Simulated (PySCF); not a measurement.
Vertical excitations of a molecule C5H12Si from TDA-PBE/def2-SVPD (PySCF 2.14.0), as energy in eV (oscillator strength): 6.41 (0.004), 7.04 (0.094), 7.09 (0.011), 7.12 (0.038), 7.15 (0.013), 7.17 (0.070). Lowest triplet (TDA): 6.19 eV. Coordinates come from a B3LYP-D3(BJ)/def2-SVP optimisation. One conformer was computed; it need not be the lowest.

Question: Identify the compound among the candidates.
A. C[SiH2][C@H]1C[C@H]1C
B. CC1([SiH3])CCC1
C. C=C[SiH](C)CC
D. [SiH3]C1CCCC1

Answer: B, CC1([SiH3])CCC1
